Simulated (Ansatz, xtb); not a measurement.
**C4H8OS2: which of two isomers lies lower**

Structure a is `CCSSCC=O`, a singlet and structure b is `CSS[C@H](C)C=O`, a singlet. Both are isolated molecules in the gas phase, relaxed with PBE0-D3(BJ)/def2-SVP; each stands in its lowest conformer found.

a (Å):

```
atom    x (Å)    y (Å)    z (Å)
   C  -1.0152  -0.3889   1.2453
   C  -0.3144  -1.6169   0.7083
   C   1.8816  -0.6765  -2.2966
   C   2.6329  -0.6242  -0.9976
   O   3.1209  -1.5810  -0.4594
   S  -0.5997  -1.9328  -1.0671
   S   0.1281  -0.2499  -2.0005
   H  -0.6524   0.5178   0.7376
   H  -2.1030  -0.4526   1.0945
   H  -0.8177  -0.2750   2.3228
   H  -0.7018  -2.5404   1.1717
   H   0.7690  -1.5984   0.8958
   H   2.2433   0.1062  -2.9849
   H   1.9649  -1.6673  -2.7642
   H   2.6591   0.3923  -0.5245
```

b (Å):

```xyz
15

C    -1.5125    0.9130    0.5338
C     1.3120   -1.2573   -0.6334
C     1.4918   -1.9794   -1.9516
C     2.4209   -1.5438    0.3537
O     3.3777   -2.2262    0.1056
S    -0.6345   -0.3203    1.5288
S    -0.2687   -1.8027    0.1510
H    -1.7732    1.7308    1.2230
H    -2.4319    0.4877    0.1095
H    -0.8746    1.3134   -0.2671
H     1.2314   -0.1660   -0.7729
H     0.6961   -1.7137   -2.6609
H     2.4669   -1.7163   -2.3864
H     1.4891   -3.0698   -1.8053
H     2.2731   -1.0791    1.3605
```

Q: Which of the two would you expect CCSD(T)/def2-SVP + ΔMP2/def2-TZVPP electronic energies to favour?

A: Too close to call at this level: CCSD(T)/def2-SVP + ΔMP2/def2-TZVPP gives E(b) − E(a) = −0.47 kcal/mol.

Level by level:

```json
{"level": "GFN2-xTB", "geometry": "GFN2-xTB", "E(b) − E(a) (kcal/mol)": "+1.59", "departure from the last row (kcal/mol)": "+2.06", "job, with rough time for the two": "optimisation, 0.34 s"}
{"level": "HF/STO-3G", "geometry": "GFN2-xTB", "E(b) − E(a) (kcal/mol)": "−0.02", "departure from the last row (kcal/mol)": "+0.46", "job, with rough time for the two": "single point, 0.58 s"}
{"level": "r2SCAN-D4/def2-SVP", "geometry": "GFN2-xTB", "E(b) − E(a) (kcal/mol)": "−0.72", "departure from the last row (kcal/mol)": "−0.25", "job, with rough time for the two": "single point, 3.8 s"}
{"level": "PBE0-D3(BJ)/def2-SVP", "geometry": "PBE0-D3(BJ)/def2-SVP", "E(b) − E(a) (kcal/mol)": "−0.39", "departure from the last row (kcal/mol)": "+0.09", "job, with rough time for the two": "optimisation, 91 s"}
{"level": "HF/def2-SVP", "geometry": "PBE0-D3(BJ)/def2-SVP", "E(b) − E(a) (kcal/mol)": "−1.32", "departure from the last row (kcal/mol)": "−0.84", "job, with rough time for the two": "part of the CCSD(T) run"}
{"level": "MP2/def2-SVP", "geometry": "PBE0-D3(BJ)/def2-SVP", "E(b) − E(a) (kcal/mol)": "−1.27", "departure from the last row (kcal/mol)": "−0.79", "job, with rough time for the two": "part of the CCSD(T) run"}
{"level": "CCSD(T)/def2-SVP", "geometry": "PBE0-D3(BJ)/def2-SVP", "E(b) − E(a) (kcal/mol)": "−1.20", "departure from the last row (kcal/mol)": "−0.73", "job, with rough time for the two": "single point"}
{"level": "CCSD(T)/def2-SVP + ΔMP2/def2-TZVPP", "geometry": "PBE0-D3(BJ)/def2-SVP", "E(b) − E(a) (kcal/mol)": "−0.47", "departure from the last row (kcal/mol)": "", "job, with rough time for the two": "single point, 85 s"}
```

As drawn, both hold the same kinds of bond in the same numbers. Structure a has 1 methyl group, b 2.

The largest departure from CCSD(T)/def2-SVP + ΔMP2/def2-TZVPP is that of GFN2-xTB, 2.06 kcal/mol. The last row adds to CCSD(T) the change of the MP2 difference between the two basis sets, here +0.73 kcal/mol.

With thermal terms from frequencies at re-optimised GFN2-xTB minima (ideal gas, soft modes damped towards free rotors, one conformer each, 298.15 K, 1 atm): on the last row, ΔE + ΔZPE = −0.99, ΔH = −0.72, ΔG = −1.25 kcal/mol.

The correlated steps freeze 15 core orbitals. Mirror images aren't counted in ΔG. Run with Ansatz 0.2.0, xtb 6.7.1; the last row on 4 threads of Intel(R) Xeon(R) Platinum 8175M CPU @ 2.50GHz (Skylake/Cascade Lake) on a shared host.
